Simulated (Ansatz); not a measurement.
One change: `C[SiH](N)BF` becomes `C[SiH](N)[GeH2][NH2]`.

Ansatz, PBE0-D4/def2-TZVP geometries, multiplicity 1. Each molecule was computed in one conformer, which needn't be the lowest.

Scalar relativity is left out up to krypton.

```
                                          property  `C[SiH](N)BF`
               HOMO energy (B3LYP/def2-TZVPP) / eV          -6.94
             HOMO–LUMO gap (B3LYP/def2-TZVPP) / eV           5.27
    size of the dipole moment (PBE/def2-TZVPP) / D           1.92
  size of the dipole moment (B3LYP/def2-TZVPP) / D           2.00
                 LUMO energy (PBE/def2-TZVPP) / eV          -2.44
size of the dipole moment (ωB97M-V/def2-TZVPP) / D           1.99
```

Problem. Give the same properties after the change, and the shifts. (An estimate is asked.)

Solution. Computed: 
| property | `C[SiH](N)[GeH2][NH2]` | shift |
| --- | --- | --- |
| HOMO energy (B3LYP/def2-TZVPP) / eV | -6.85 | 0.09 |
| HOMO–LUMO gap (B3LYP/def2-TZVPP) / eV | 6.59 | 1.32 |
| size of the dipole moment (PBE/def2-TZVPP) / D | 1.05 | -0.87 |
| size of the dipole moment (B3LYP/def2-TZVPP) / D | 0.96 | -1.04 |
| LUMO energy (PBE/def2-TZVPP) / eV | -0.83 | 1.61 |
| size of the dipole moment (ωB97M-V/def2-TZVPP) / D | 0.95 | -1.04 |

With PBE0 the HOMO rises by 0.10 eV and the LUMO rises by 1.45 eV, so the gap widens by about 1.35 eV. PBE moves the HOMO by 0.06 eV and ωB97M-V by 0.18 eV. Dipoles are sizes alone; their direction can turn.

B3LYP here is the variant with VWN-RPA as its local correlation; programs differ in this.
